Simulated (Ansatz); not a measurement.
Coupled-cluster diagnostics for SnCl2(pyrrolidide)2 (C8H16Cl2N2Sn), Ansatz.

Geometry of the singlet (PBE-D4/def2-SVP):

```xyz
29

Sn    0.943   -0.870    0.075
Cl    1.435   -3.138    0.632
Cl    3.004    0.193   -0.515
N     0.172    0.287    1.564
C     1.009    0.810    2.646
C     0.027    1.726    3.412
C    -1.380    1.134    3.112
C    -1.106   -0.074    2.183
H     1.893    1.341    2.239
H     1.380    0.004    3.328
H     0.100    2.765    3.036
H     0.259    1.749    4.495
H    -1.918    0.821    4.028
H    -2.014    1.880    2.593
H    -1.041   -1.011    2.791
H    -1.888   -0.229    1.411
N    -0.473   -0.952   -1.416
C    -0.730    0.334   -2.085
C     0.255    0.410   -3.278
C     0.601   -1.077   -3.580
C    -0.204   -1.880   -2.525
H    -0.656    1.184   -1.375
H    -1.783    0.314   -2.455
H     1.167    0.968   -2.983
H    -0.188    0.933   -4.148
H     0.335   -1.376   -4.614
H     1.688   -1.256   -3.456
H    -1.188   -2.192   -2.949
H     0.299   -2.801   -2.169
```

In the def2 sets Sn takes a core potential; there is no spin–orbit coupling. Correlated methods freeze 24 core orbitals; core or outer-core shells of Sn are correlated, in sets that lack core-valence functions.

Problem. Estimate the CCSD(T) correlation energy, the shares of MP2 and (T), T1 and the reference's ⟨S²⟩ for: charge 0, singlet, own geometry in def2-SVP; and the rough time on 2 threads of AMD EPYC 7R13 on a shared host and a share (18 GiB) of an NVIDIA H100 80GB HBM3.

Solution. 
| state | basis | correlation (eV) | MP2 share (%) | (T) share (%) | T1 | ⟨S²⟩ (pure) | wall time |
| --- | --- | --- | --- | --- | --- | --- | --- |
| charge 0, singlet, own geometry | def2-SVP | -55.040 | 90.6 | 3.2 | 0.010 | 0.00 (0.00) | 13 s |
Customary marks for T1 are 0.02 (closed shells), 0.045 (open shells) and about 0.05 (3d metals). T1 stays under 0.02 throughout.
